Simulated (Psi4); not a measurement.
A dimer, CH3Cl ··· C3H6 (SMILES CCl and C1CC1), singlet; the first 5 atoms form monomer A.

```
14

C     -0.1538     0.0015    -0.0021
Cl     1.6404    -0.0164     0.0219
H     -0.4890    -0.5233    -0.8915
H     -0.5126    -0.4972     0.8932
H     -0.4850     1.0353    -0.0216
C     -1.9173     1.0158    -4.7592
C     -2.8011     0.0071    -5.4387
C     -1.8477    -0.4327    -4.3627
H     -2.3760     1.7106    -4.0687
H     -1.0914     1.4293    -5.3220
H     -3.8578     0.0195    -5.2080
H     -2.5732    -0.2618    -6.4612
H     -2.2593    -0.7180    -3.4041
H     -0.9747    -0.9993    -4.6573
```

Q: What interaction energy does Psi4 with SAPT0/jun-cc-pVDZ, frozen core give, and which attractive term is the largest?

A: Total -1.16 kJ/mol: electrostatics -0.15, exchange 0.28, induction -0.10, dispersion -1.20. The most attractive term is dispersion.
